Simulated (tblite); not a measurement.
C7H11O (doublet state).
SMILES with atom numbers: `[CH2:1]=[C:2]1[CH:3][C@:4]([CH3:5])([OH:6])[CH2:7][CH2:8]1` (hydrogens: H9, H10 on C1; H11 on C3; H12, H13, H14 on C5; H15 on O6; H16, H17 on C7; H18, H19 on C8)

Structure optimised with GFN2-xTB, isolated species. This method treats the open shell by occupation alone, without spin polarisation.

(1) What internal coordinates does the optimisation give?

Results:

(1) 
| bond | length (Å) | order |
| --- | --- | --- |
| C1=C2 | 1.367 | double |
| C2–C3 | 1.382 | single |
| C3–C4 | 1.498 | single |
| C4–C5 | 1.527 | single |
| C4–O6 | 1.428 | single |
| C4–C7 | 1.548 | single |
| C7–C8 | 1.534 | single |
| C2–C8 | 1.512 | single |
| C1–H9 | 1.075 | single |
| C1–H10 | 1.075 | single |
| C3–H11 | 1.074 | single |
| C5–H12, C5–H13, C5–H14 | 1.087 | single |
| O6–H15 | 0.963 | single |
| C7–H16 | 1.089 | single |
| C7–H17 | 1.090 | single |
| C8–H18 | 1.093 | single |
| C8–H19 | 1.090 | single |

Bonds in one row agree within 0.01 Å and their mean is given. Orders are formal, as drawn. A selection of angles:
| angle | degrees |
| --- | --- |
| C1–C2–C3 | 126.9 |
| C1–C2–C8 | 123.7 |
| C3–C2–C8 | 109.5 |
| C2–C3–C4 | 112.5 |
| C3–C4–C5 | 113.0 |
| C3–C4–O6 | 110.6 |
| C3–C4–C7 | 102.9 |
| C5–C4–O6 | 105.9 |
| C5–C4–C7 | 113.0 |
| O6–C4–C7 | 111.5 |
| C4–C7–C8 | 105.9 |
| C2–C8–C7 | 104.4 |
| H15–O6–C4 | 108.4 |

Dihedral angles: C1–C2–C3–C4 -178° (antiperiplanar); C2–C3–C4–C5 -136° (anticlinal); C3–C4–C7–C8 21° (synperiplanar); C4–C7–C8–C2 -21° (synperiplanar); C1–C2–C8–C7 -168° (antiperiplanar); H15–O6–C4–C3 -52° (synclinal).

C3 (carbon bonded to 2 C and H) is planar (angles 125.3°, 122.0° and 112.5°, sum 359.9°, 0.03 Å off the plane of its three neighbours). The 5-membered ring C2–C3–C4–C7–C8 has internal angles of 102.9° to 112.5° (sum 535°, against 540° for a flat polygon); it is puckered, 0.10 Å rms from its mean plane, widest ring torsion 21°. Of the pairs four or more bonds apart, H13···H17 is among the closest relative to their van der Waals radii: 2.47 Å, 103 % of the sum of Bondi's values. The C–C distances run from 1.367 Å (C1=C2, drawn double in one of several resonance forms) to 1.548 Å (C4–C7, drawn single), a spread of 0.181 Å. C1 (carbon bonded to C and 2 H) is planar (angles 121.3°, 121.1° and 117.6°, sum 360.0°, 0.00 Å off the plane of its three neighbours). C2 (carbon bonded to 3 C) is planar (angles 126.9°, 123.7° and 109.5°, sum 360.0°, 0.00 Å off the plane of its three neighbours). O6 (oxygen bonded to C and H) is bent (angle 108.4°).

Point group: C1 (no symmetry element, even within 0.4 Å). Its GFN2-xTB frequencies are all real (lowest 79 cm⁻¹). Torsions: C3–C4–O6–H -52°, C1–C2–C3–C4 -178°, C2–C3–C4–C5 -136°, C3–C4–C7–C8 21°, C4–C7–C8–C2 -21°.

Run on one thread of an x86-64 server, on a shared host. That covers the optimisation of the geometry.

One conformer stands for the species.

The numbers are calculated, not measured.
